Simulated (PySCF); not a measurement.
## SbCl, r²SCAN: how much the basis matters

PySCF, UKS reference; triplet, unpaired electrons π ↑↑; De to Sb + Cl without counterpoise correction.

| basis | relativity | functions | Re (Å) | ωe (cm⁻¹) | De (eV) | μ (D) |
| --- | --- | --- | --- | --- | --- | --- |
| cc-pVDZ-PP/cc-pV(D+d)Z | scalar-relativistic core potentials | 46 | 2.375 | 363 | 3.10 | -2.41 |
| x2c-SVPall | spin-free X2C | 54 | 2.378 | 367 | 3.12 | -2.21 |
| def2-SVPD | scalar-relativistic core potentials | 59 | 2.390 | 362 | 3.17 | -2.33 |
| def2-TZVPP | scalar-relativistic core potentials | 92 | 2.344 | 371 | 3.26 | -2.01 |
| def2-TZVPPD | scalar-relativistic core potentials | 107 | 2.345 | 370 | 3.27 | -1.98 |

(1) How does each smaller set differ from the one with most functions, def2-TZVPPD?

A positive dipole means Sb(−)Cl(+). These are scalar-relativistic numbers at best; spin–orbit coupling would shift them, the dissociation energy most. The state is the lowest determinant that a PBE0 search found; another state may lie lower at other levels.

Answers

(1) cc-pVDZ-PP/cc-pV(D+d)Z: +3.0 pm, -1.9 % in ωe, -0.17 eV in De; x2c-SVPall: +3.3 pm, -0.8 % in ωe, -0.15 eV in De; def2-SVPD: +4.5 pm, -2.2 % in ωe, -0.10 eV in De; def2-TZVPP: -0.1 pm, +0.3 % in ωe, -0.01 eV in De. All at r²SCAN; the set with most functions is neither the basis-set limit nor always the best. The rows treat relativity differently, so the differences are not basis effects alone.
